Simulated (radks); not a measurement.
Results of a calculation; reference values are marked as such.
Species: the nickel ion Ni6+. Configuration: [He] 2s2 2p5 3s2 3p6 3d5 (not the ground configuration). Level of theory: scalar-relativistic Kohn-Sham, PBEsol, spin-polarised, spherical densities, finite nucleus; open shells are filled with parallel spins first; Fermi nuclear charge, rms radius 3.7757 fm (a radial shooting solver on a logarithmic mesh with Libxc functionals).

Radial electron density D(r) = 4 pi r^2 rho(r):

```
   r/bohr * D(r) (the largest magnitude, 35, reaches the edge; | marks zero)
 0.005056 |     *
 0.006377 |        *
 0.008042 |            *
  0.01014 |                 *
  0.01279 |                        *
  0.01613 |                                *
  0.02034 |                                        *
  0.02565 |                                               *
  0.03235 |                                                   *
   0.0408 |                                                    *
  0.05145 |                                                *
  0.06489 |                                          *
  0.08183 |                                       *
   0.1032 |                                         *
   0.1301 |                                                 *
   0.1641 |                                                      *
    0.207 |                                                  *
    0.259 |                                      *
   0.3266 |                          *
   0.4118 |                         *
   0.5194 |                              *
    0.655 |                               *
    0.826 |                      *
    1.042 |          *
    1.314 |   *
    1.657 |*
    2.089 *
    2.635 *
```

D(r) has 3 maxima, at r = 0.0371, 0.169, 0.586 bohr, and minima at 0.0845, 0.374 bohr, inside which lie 2.15, 9.70 electrons.
